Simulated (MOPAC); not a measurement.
A run for MOPAC: PM7 on AlAsH4O (SMILES [OH][AlH][AsH2]), a point of a torsion scan.

```
PM7 1SCF PRECISE CHARGE=0 THREADS=1
AlAsH4O

O     -1.66321140 1    -0.58105700 1     0.43897093 1
Al    -0.46061302 1     0.32239660 1    -0.23135420 1
As     1.87027555 1    -0.25666165 1    -0.02592409 1
H     -2.42279044 1    -1.03340122 1     0.78097032 1
H     -0.96974353 1     1.60645053 1    -0.93302137 1
H      1.44127926 1    -0.86027603 1     1.29554723 1
H      2.03944803 1     1.07757632 1     0.66792795 1
```

It printed:

```
*******************************************************************************
 **                                                                           **
 **                              MOPAC v23.2.5                                **
 **                                                                           **
 *******************************************************************************
 ** MOPAC's Digital Object Identifier: https://doi.org/10.5281/zenodo.6511958 **
 **                                                                           **
 ** Please cite the open-source release paper for use of this MOPAC version:  **
 ** J. E. Moussa and J. J. P. Stewart (2026)                                  **
 ** MOPAC: An open-source semiempirical molecular orbital program             **
 ** J. Open Source Softw., 11(119), 8025, https://doi.org/10.21105/joss.08025 **
 *******************************************************************************

                              PM7 CALCULATION RESULTS

 *******************************************************************************
 *  PM7        - The PM7 Hamiltonian to be used
 *
 *
 *
 *                 CHARGE ON SYSTEM = 0
 *
 *
 *
 *  PRECISE    - TIGHTER CRITERIA TO BE USED
 *  1SCF       - DO 1 SCF AND THEN STOP
 *  THREADS=1  - MULTI-THREADING NOT USED
 *  T=         - A TIME OF 172800.0 SECONDS REQUESTED
 *  DUMP=N     - RESTART FILE WRITTEN EVERY 7200.0 SECONDS REQUESTED
 *******************************************************************************
PM7 1SCF PRECISE CHARGE=0 THREADS=1
 AlAsH4O

   ATOM   CHEMICAL          X               Y               Z
  NUMBER   SYMBOL      (ANGSTROMS)     (ANGSTROMS)     (ANGSTROMS)

     1       O         -1.66321140  *  -0.58105700  *   0.43897093  *
     2      Al         -0.46061302  *   0.32239660  *  -0.23135420  *
     3      As          1.87027555  *  -0.25666165  *  -0.02592409  *
     4       H         -2.42279044  *  -1.03340122  *   0.78097032  *
     5       H         -0.96974353  *   1.60645053  *  -0.93302137  *
     6       H          1.44127926  *  -0.86027603  *   1.29554723  *
     7       H          2.03944803  *   1.07757632  *   0.66792795  *



          CARTESIAN COORDINATES

    NO.       ATOM           X           Y           Z

     1         O         -1.6632     -0.5811      0.4390
     2        Al         -0.4606      0.3224     -0.2314
     3        As          1.8703     -0.2567     -0.0259
     4         H         -2.4228     -1.0334      0.7810
     5         H         -0.9697      1.6065     -0.9330
     6         H          1.4413     -0.8603      1.2955
     7         H          2.0394      1.0776      0.6679

 General Reference for PM7:
 "Optimization of Parameters for Semiempirical Methods VI: More Modifications to the
 NDDO Approximations and Re-optimization of Parameters", J. J. P. Stewart, J. Mol. Mod., 1:32, 19 (2013)
 https://link.springer.com/article/10.1007/s00894-012-1667-x

           Empirical Formula: H4 O Al As  =     7 atoms



      MOLECULAR POINT GROUP   :   C1


      RHF CALCULATION, NO. OF DOUBLY OCCUPIED LEVELS = 9


 -------------------------------------------------------------------------------
 PM7 1SCF PRECISE CHARGE=0 THREADS=1
 AlAsH4O



     1SCF WAS SPECIFIED, SO BFGS WAS NOT USED
     SCF FIELD WAS ACHIEVED


                              PM7 CALCULATION
                                                       MOPAC v23.2.5 Linux




          FINAL HEAT OF FORMATION =        -45.12001 KCAL/MOL =    -188.78214 KJ/MOL


          COSMO AREA              =        114.76 SQUARE ANGSTROMS
          COSMO VOLUME            =        102.39 CUBIC ANGSTROMS

          IONIZATION POTENTIAL    =          9.119582 EV
          HOMO LUMO ENERGIES (EV) =         -9.120 -1.173
          NO. OF FILLED LEVELS    =          9
          MOLECULAR WEIGHT        =        121.9341         POINT GROUP:  C1

          MOLECULAR DIMENSIONS (Angstroms)

            Atom       Atom       Distance
            H     7    H     4     4.93767
            H     6    H     5     3.96389
            H     7   As     3     1.22887


          SCF CALCULATIONS        =          1





   ATOM   CHEMICAL          X               Y               Z
  NUMBER   SYMBOL      (ANGSTROMS)     (ANGSTROMS)     (ANGSTROMS)

     1       O         -1.66321140  *  -0.58105700  *   0.43897093  *
     2      Al         -0.46061302  *   0.32239660  *  -0.23135420  *
     3      As          1.87027555  *  -0.25666165  *  -0.02592409  *
     4       H         -2.42279044  *  -1.03340122  *   0.78097032  *
     5       H         -0.96974353  *   1.60645053  *  -0.93302137  *
     6       H          1.44127926  *  -0.86027603  *   1.29554723  *
     7       H          2.03944803  *   1.07757632  *   0.66792795  *

                             CARTESIAN COORDINATES

   1    O       -1.663211400    -0.581057000     0.438970930
   2   Al       -0.460613020     0.322396600    -0.231354200
   3   As        1.870275550    -0.256661650    -0.025924090
   4    H       -2.422790440    -1.033401220     0.780970320
   5    H       -0.969743530     1.606450530    -0.933021370
   6    H        1.441279260    -0.860276030     1.295547230
   7    H        2.039448030     1.077576320     0.667927950


           Empirical Formula: H4 O Al As  =     7 atoms



      MOLECULAR POINT GROUP   :   C1


                  EIGENVALUES
 -30.28711 -19.31582 -18.78180 -15.07239 -14.81387 -13.40649 -12.65575 -11.52720
  -9.11958  -1.17345  -1.00559  -0.85938  -0.79265  -0.76516   0.01475   1.52944
   2.50740   3.71370   4.15337   4.51198   4.84760  17.44160  17.96071  18.04948
  20.14612  21.66187


              NET ATOMIC CHARGES AND DIPOLE CONTRIBUTIONS

  ATOM NO.   TYPE          CHARGE      No. of ELECS.   s-Pop       p-Pop       d-Pop
    1          O          -0.548632        6.5486     1.58859     4.96004
    2         Al           0.431431        2.5686     0.27158     1.53863     0.75836
    3         As          -0.398413        5.3984     1.57860     3.61481     0.20500
    4          H           0.394944        0.6051     0.60506
    5          H          -0.160119        1.1601     1.16012
    6          H           0.137691        0.8623     0.86231
    7          H           0.143099        0.8569     0.85690
 DIPOLE           X         Y         Z       TOTAL
 POINT-CHG.    -1.646    -0.334     1.928     2.557
 HYBRID         0.075    -0.937     0.592     1.111
 SUM           -1.570    -1.271     2.520     3.230


          ATOMIC ORBITAL ELECTRON POPULATIONS

     Atom    s        px        py        pz      x^2-y^2     xz        z^2       yz        xy
    1  O   1.58859   1.55388   1.69531   1.71084
    2 Al   0.27158   0.63781   0.55966   0.34116   0.20496   0.13088   0.09788   0.15772   0.16692
    3 As   1.57860   1.43948   1.05328   1.12205   0.06832   0.01841   0.03987   0.05322   0.02518
    4  H   0.60506
    5  H   1.16012
    6  H   0.86231
    7  H   0.85690

 **********************
 *                    *
 * JOB ENDED NORMALLY *
 *                    *
 **********************




 == MOPAC DONE ==
```

The run finished.

Cost: around 0.03 core-seconds (rough).
